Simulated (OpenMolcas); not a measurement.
An OpenMolcas run meant for Mn³⁺ (ANO-R2, X2C; inactive shells 1s 2s 2p 3s 3p; intended active space 4 electrons in 5 orbitals (3d)). One step of its input:

```
&CASPT2
Multistate=5 1 2 3 4 5
Frozen=2 3
IPEA=-0.1
Imaginary=0.1
MaxIter=60
WThr=0.0 0.3 0.05
PrWF=0.5
NoMix
```

The run finished. Its levels beside those of a sound run (MS-CASPT2, IPEA 0.25 Eh, imaginary shift 0.1 Eh (closed shells correlated: 3s 3p)), in cm⁻¹ above each run's lowest level:

```csv
Level,This run,Usual run
3d⁴ ⁵D₀,0.0,0.0
3d⁴ ⁵D₁,102,101
3d⁴ ⁵D₂,299,298
3d⁴ ⁵D₃,584,583
3d⁴ ⁵D₄,945,945
3d⁴ ³P₀(1),19971,20944
3d⁴ ³P₁(1),20577,21550
3d⁴ ³H₄,21046,21717
3d⁴ ³H₅,21263,21933
3d⁴ ³H₆,21507,22175
3d⁴ ³P₂(1),21634,22609
3d⁴ ³F₂(1),22225,23241
3d⁴ ³F₃(1),22305,23321
3d⁴ ³F₄(1),22420,23438
```

Problem. Which setting is unsound, and how much does it matter here?

Solution. The IPEA shift is negative. Against the sound run the excited levels shown move by 610 cm-1 on average and by 1000 cm-1 at most.

CASPT2 does not keep the components of a term degenerate, so their means are used; among the terms shown or strongly mixed into the levels shown the widest spread is 560 cm-1 (3d⁴ ³H, this run). The CASPT2 spread within a term exceeds the gap to the next term for 3d⁴ ³H and 3d⁴ ³P(1), so the order of their levels is uncertain (figures for the sound run; the like holds for this run). Only configurations of the active space appear.

A number in round brackets counts repeated terms of one configuration in the order of the reference energies.
